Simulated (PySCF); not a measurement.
**Dipole response of Mo (molybdenum, neutral)**

[Kr] 4d5 5s1, high-spin 7S determinant. Calculation: PySCF 2.14, in aug-cc-pwCVTZ-PP with ECP28MDF (8s8p7d4f3g, 122 functions); a scalar-relativistic core potential. Coupled (time-dependent) response in atomic units; α is the mean over directions.

```
 method  mean α (bohr³)  C₆ (like pair)  S(−4)
wB97X-V           91.71           989.4   5286
```

S(−4) is the Cauchy moment in α(ω) = α(0) + S(−4) ω² + …

Reference α: 87 ± 6 bohr³ (recommended; Schwerdtfeger and Nagle, table of static dipole polarizabilities (2023 update)). Published C₆: 1030 (Gould and Bucko (2016)).

α(iu) at wB97X-V:

```
u (hartree)  α(iu) (bohr³)
          0          91.71
     0.0500          80.45
      0.100          60.31
      0.200          33.96
      0.300          22.39
      0.500          12.91
      0.750          8.107
       1.00          5.707
       1.50          3.345
       2.00          2.207
       3.00          1.159
       5.00         0.4738
```

Energies and moments cover only the electrons outside the core potential.
